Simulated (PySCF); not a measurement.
**TDDFT excited states: C4H8O4S**

Species: C4H8O4S.
SMILES: `O1S(=O)(OC[C@@H]1CC)=O`

Method: TDDFT B3LYP/def2-SVPD, vertical, gas phase, core orbitals frozen in the response (PySCF). The structure is a single PBE0-D3(BJ)/def2-SVP conformer in the gas phase; no vibrational or solvent corrections.

| state | E (eV) | λ (nm) | f | main configurations (H = HOMO, L = LUMO) |
| --- | --- | --- | --- | --- |
| S1 | 7.30 | 169.9 | 0.0019 | H→L (94%) |
| S2 | 7.58 | 163.6 | 0.0031 | H-1→L (93%) |
| S3 | 7.83 | 158.4 | 0.0091 | H→L+1 (91%) |
| S4 | 8.09 | 153.2 | 0.0037 | H→L+4 (39%), H-1→L+4 (35%), H→L+2 (12%) |
| S5 | 8.23 | 150.7 | 0.0052 | H-1→L+1 (79%) |
| S6 | 8.32 | 149.0 | 0.024 | H→L+2 (65%), H→L+3 (10%), H-1→L+4 (10%) |
| S7 | 8.44 | 146.9 | 0.013 | H→L+3 (80%), H→L+2 (10%) |
| S8 | 8.46 | 146.6 | 0.0034 | H→L+4 (50%), H-1→L+4 (30%) |
| S9 | 8.58 | 144.5 | 0.0075 | H-2→L (57%), H-4→L (18%), H-3→L (8%) |
| S10 | 8.69 | 142.8 | 0.0089 | H-3→L (53%), H-2→L (23%) |

Triplets, Tamm–Dancoff:

| state | E (eV) | λ (nm) | main configurations (H = HOMO, L = LUMO) |
| --- | --- | --- | --- |
| T1 | 6.92 | 179.3 | H→L (84%) |
| T2 | 7.16 | 173.2 | H-1→L (81%) |
| T3 | 7.60 | 163.1 | H→L+4 (67%), H→L+2 (9%) |
| T4 | 7.70 | 161.0 | H→L+1 (86%) |

The lowest singlet comes at 170 nm (704 kJ/mol) in the vacuum ultraviolet; it is very weak; its leading configuration is HOMO→LUMO (94%). The most intense listed level is S6 at 8.32 eV (149 nm, f = 0.024), 1.02 eV above S1. Löwdin shares by element: HOMO oxygen 74% (atoms not listed hold the other 26%); LUMO oxygen 32% or more, sulfur 26% (atoms not listed hold the other 42%). The listed states span 1.39 eV, and the widest gap between neighbours is 0.28 eV (S1 to S2). Weighted by f, the mean energy of these states is 8.29 eV. Of the 10 states listed, 2 reach f = 0.01 and none stays under 0.0005. The vertical ionisation energy (ΔSCF) is 10.76 eV, 2.08 eV above S10. The window holds the lowest 10 singlets.

Hardware: Arm Neoverse V1, one thread, no GPU, shared host. Cost: 3.7 min.
